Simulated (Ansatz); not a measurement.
`[CH3][Ti]([F])([F])[Cl]` + H₂S → `[F][Ti]([F])([SH])[Cl]` + CH₄ at 500 K and 1 bar (ligand exchange at a Ti–C bond).

Gas-phase electronic energies from Ansatz, PBE0-D4/def2-TZVP geometries. CBS: MP2 limit from def2 TZ/QZ plus the TZ coupled-cluster correction, frozen cores. This one scheme is used for every species. For Ti outer-core shells are correlated without core-valence functions, which leaves a few kJ/mol of doubt a bond. Scalar relativity is left out up to krypton. One conformer a species, not always the lowest.

| species | CCSD(T)/CBS energy (Eh) | H − E (kJ/mol) | S (J/(mol·K)) |
| --- | --- | --- | --- |
| `[CH3][Ti]([F])([F])[Cl]` | -1548.34863 | 153.9 | 424.4 |
| H₂S | -398.97279 | 57.0 | 224.0 |
| `[F][Ti]([F])([SH])[Cl]` | -1906.90100 | 84.1 | 423.2 |
| CH₄ | -40.46206 | 135.6 | 206.8 |

H − E and S are ideal-gas, rigid-rotor, harmonic terms from PBE0-D4/def2-TZVP, for one conformer and one mirror image of each species. 1 Eh = 2625.50 kJ/mol, R = 8.31446 J/(mol·K).

Q: By hand: ΔE, ΔH, ΔS and ΔG.

A: ΔE = (-1906.90100) + (-40.46206) − (-1548.34863) − (-398.97279) = -0.04164 Eh = -109.3 kJ/mol. Δ(H − E) = 84.1 + 135.6 − 153.9 − 57.0 = 8.8, so ΔH = -100.5 kJ/mol. ΔS = 423.2 + 206.8 − 424.4 − 224.0 = -18.4 J/(mol·K). ΔG = -100.5 − 500 × (-18.4)/1000 = -91.3 kJ/mol.

Q: By hand: the equilibrium constant, and the temperature at which ΔG would vanish if ΔH and ΔS stayed fixed.

A: log₁₀ K = −ΔG/(RT ln 10) = 9.5. ΔG = 0 at ΔH/ΔS = 5462 K, far beyond where these terms or the molecules hold.

ΔH outweighs TΔS. A doubt of 5 kJ/mol in ΔE shifts log₁₀ K by 0.5 here. Other conformers and mirror images would add mixing entropy, several J/(mol·K) or more a flexible species. These are equilibria of isolated gas molecules and say nothing of rates. Largest T1 diagnostic: 0.025 (customary marks: 0.02 for closed shells, 0.045 for open ones).
